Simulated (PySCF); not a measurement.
# Reading the logs of faulty runs: BFH4Si2

All numbers below are calculated, not measured. The program is PySCF 2.14.0, an open-source quantum chemistry code, run on an isolated molecule that a program drew, which may never have been made. The molecule is BFH4Si2 (charge 0, singlet), drawn as the SMILES string `B[SiH](F)[SiH]`.

Each row is a Hartree-Fock (HF) and frozen-core CCSD(T) single point in the cc-pV(D+d)Z basis, meant for a local HF minimum. Run 1 is clean. Each other run has one planted mistake out of seven kinds, and not every kind appears here: one electron removed, one electron added, multiplicity raised by two, geometry at a saddle point, minimal basis STO-3G, one bond length entered in bohr, all coordinates scaled. The reference is restricted for singlets and unrestricted otherwise, and also for a bond in bohr. Adding or removing an electron swaps singlet and doublet. Electrons count all cores. HOMO and LUMO are orbital energies over both spins, the gradient is its largest component, and the lowest frequency (negative if imaginary) is given only where the gradient is small. Bond lengths are over the 7 bonds as drawn. T1 is the CCSD diagnostic: over 0.02 (restricted) or 0.045 (unrestricted) a single reference is doubtful.

Geometry of the clean run:
```xyz
8
BFH4Si2, angstrom
B     1.8448   -0.3135   -0.7610
Si    1.7541    0.6012    1.0426
F     3.2508    0.9766    1.5788
Si    0.5770   -0.6675    2.7146
H     0.8444   -0.4164   -1.4148
H     2.8534   -0.8026   -1.1848
H     1.0241    1.8918    0.9253
H    -0.6266   -0.7755    1.7963
```

```
run  electrons  basis functions  <S^2>  HOMO (eV)  LUMO (eV)  gradient (hartree/bohr)  lowest frequency (cm^-1)  mean bond (Å)  longest bond (Å)      T1  HF (hartree)  CCSD(T) (hartree)                     mistake
  1         46               94  0.000      -8.76      -0.28                  2.7e-05                       119         1.6382             2.406  0.0168    -704.28635         -704.79590                    no fault
  2         45               94  0.786     -16.31      -6.87                  4.6e-02                         -         1.6382             2.406  0.0226    -704.00067         -704.48181        one electron removed
  3         46               94  2.019      -8.42      -0.43                  3.3e-02                         -         1.6382             2.406  0.0204    -704.27449         -704.76357  multiplicity raised by two
  4         47               94  0.770      -1.90       5.37                  2.1e-02                         -         1.6382             2.406  0.0282    -704.32490         -704.84866          one electron added
  5         46               32  0.000      -5.60       5.31                  3.9e-02                         -         1.6382             2.406  0.0121    -695.85712         -696.01730        minimal basis STO-3G
  6         46               94  0.000      -8.81      -0.33                  2.7e-02                         -         1.6906             2.483  0.0167    -704.28003         -704.79190                           ?
```

**Which mistake was planted in run 6, and what did it cost?**

The mean and the longest bond both change by the same factor, 1.032, and the gradient is no longer small. So the mistake is: all coordinates scaled. Subtracting run 1 and multiplying by 627.51 kcal/mol a hartree, the energy moved by 4.0 kcal/mol in HF and 2.5 kcal/mol in CCSD(T).

